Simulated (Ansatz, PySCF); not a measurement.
Gas-phase reaction in SMILES: C=C[SiH2]COC [ethenyl(methoxymethyl)silane] + 2 C (CH4) + O (H2O) + [SiH4] (SiH4) -> C=C (C2H4) [ethene] + 2 CO (CH4O) + 2 C[SiH3] [methylsilane]
Each molecule is optimised on its own at B3LYP-D3(BJ)/def2-TZVP (Ansatz, a first-principles code), one conformer each, not searched for the lowest. Frequencies are from Ansatz or PySCF.

Wanted: bond separation energy (enthalpy at 298 K, with B3LYP-D3(BJ) rigid-rotor harmonic-oscillator terms), in kcal/mol. Cores are frozen in the correlated levels unless marked. No spin-orbit coupling. Non-relativistic. CBS(X,Y): correlation extrapolated as X^-3; Hartree-Fock from the larger set. The bracket is a focal-point correction in the basis named.

```json
[
 {"level": "BLYP-D4/def2-TZVPD", "program": "Ansatz + dftd4", "bond separation energy (kcal/mol)": "7.9"},
 {"level": "BLYP/def2-TZVPD", "program": "Ansatz", "bond separation energy (kcal/mol)": "4.4"},
 {"level": "revPBE-D3(BJ)/def2-TZVPD", "program": "Ansatz + dftd3", "bond separation energy (kcal/mol)": "…"},
 {"level": "PBE0/STO-3G", "program": "Ansatz", "bond separation energy (kcal/mol)": "5.5"},
 {"level": "PBE0/6-31G*", "program": "Ansatz", "bond separation energy (kcal/mol)": "5.7"},
 {"level": "PBE0-D3(BJ)/def2-TZVP", "program": "Ansatz + dftd3", "bond separation energy (kcal/mol)": "5.4"},
 {"level": "BHLYP/def2-TZVPD", "program": "Ansatz", "bond separation energy (kcal/mol)": "3.8"},
 {"level": "r2SCAN0-D4/def2-TZVPD", "program": "Ansatz + dftd4", "bond separation energy (kcal/mol)": "…"},
 {"level": "CAM-B3LYP/def2-TZVPD", "program": "Ansatz", "bond separation energy (kcal/mol)": "4.5"},
 {"level": "B2PLYP/def2-TZVPD", "program": "Ansatz", "bond separation energy (kcal/mol)": "5.7"},
 {"level": "SCS-MP2/cc-pV(T+d)Z", "program": "Ansatz", "bond separation energy (kcal/mol)": "6.6"},
 {"level": "CCSD/6-31G*", "program": "Ansatz", "bond separation energy (kcal/mol)": "…"},
 {"level": "CCSD(T) with core electrons (1s frozen past Ne)/cc-pwCVTZ", "program": "Ansatz", "bond separation energy (kcal/mol)": "6.9"},
 {"level": "RI-MP2/CBS(cc-pV(T+d)Z,cc-pV(Q+d)Z)+[CCSD(T)-MP2]/cc-pV(T+d)Z", "program": "Ansatz", "bond separation energy (kcal/mol)": "6.7"}
]
```

Task: Complete the blanks.

Result: 
- revPBE-D3(BJ)/def2-TZVPD, bond separation energy (kcal/mol): 6.5
- r2SCAN0-D4/def2-TZVPD, bond separation energy (kcal/mol): 5.8
- CCSD/6-31G*, bond separation energy (kcal/mol): 8.0
